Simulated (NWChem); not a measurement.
System meant: CH3ClMnO, sextet; SMILES C[O][Mn][Cl]

The following NWChem deck was run.

```
start job
memory heap 200 mb stack 900 mb global 1100 mb
geometry units angstroms noautoz
  Mn     0.000000     0.000000     0.162472
  Cl     0.000000     0.000000     2.358395
  O      0.000000     0.000000    -1.609290
  C      0.000000     0.000000    -2.981090
  H     -0.331448     0.973016    -3.395980
  H      1.008380    -0.199465    -3.395980
  H     -0.676932    -0.773550    -3.395980
end
basis spherical
  * library def2-svp
end
dft
  odft
  mult 6
  xc pbe0
  iterations 4
  mulliken
end
task dft energy
```

End of the output:

```
     --------------------------
     Expectation value of S2:
     --------------------------
      <S2> =      8.7606 (Exact =     8.7500)

 center of mass
 --------------
 x =  -0.00000000 y =   0.00000000 z =   0.20385229

 moments of inertia (a.u.)
 ------------------
        1347.358589713137           0.000000000000          -0.000000000000
           0.000000000000        1347.358589713137           0.000000000000
          -0.000000000000           0.000000000000          11.408318611009

     Multipole analysis of the density
     ---------------------------------

     L   x y z        total         alpha         beta         nuclear
     -   - - -        -----         -----         ----         -------
     0   0 0 0     -0.000000    -32.000000    -27.000000     59.000000

     1   1 0 0     -0.000000     -0.000000     -0.000000     -0.000000
     1   0 1 0      0.000000     -0.000000      0.000000      0.000000
     1   0 0 1     -1.103530     -0.871545     -0.231985     -0.000000

     2   2 0 0    -28.134797    -18.878491    -14.916177      5.659871
     2   1 1 0     -0.000000     -0.000000     -0.000000      0.000000
     2   1 0 1     -0.000000     -0.000000      0.000000      0.000000
     2   0 2 0    -28.134797    -18.878491    -14.916177      5.659871
     2   0 1 1     -0.000000     -0.000000     -0.000000      0.000000
     2   0 0 2    -35.473308   -384.375311   -378.445763    727.347765

 ------------------------------------------------------------------------
 dft energy failed                                                                                  0
 ------------------------------------------------------------------------
 ------------------------------------------------------------------------
  current input line :
    22: task dft energy
 ------------------------------------------------------------------------
 ------------------------------------------------------------------------
 This type of error is most commonly associated with calculations not reaching convergence criteria
 ------------------------------------------------------------------------
 For more information see the NWChem manual at https://nwchemgit.github.io

0:dft energy failed:Received an Error in Communication
```

**Question.** Can this run be used? If not, why, and what is the fix?

**Answer.** The run did not converge; its last values are not results. Cause: the SCF was allowed too few iterations. This input runs:
```
start job
memory heap 200 mb stack 900 mb global 1100 mb
geometry units angstroms noautoz
  Mn     0.000000     0.000000     0.162472
  Cl     0.000000     0.000000     2.358395
  O      0.000000     0.000000    -1.609290
  C      0.000000     0.000000    -2.981090
  H     -0.331448     0.973016    -3.395980
  H      1.008380    -0.199465    -3.395980
  H     -0.676932    -0.773550    -3.395980
end
basis spherical
  * library def2-svp
end
dft
  odft
  mult 6
  xc pbe0
  iterations 150
  mulliken
end
task dft energy
```
It converges to -1725.55009 Ha (PBE0/def2-SVP, spin-unrestricted).
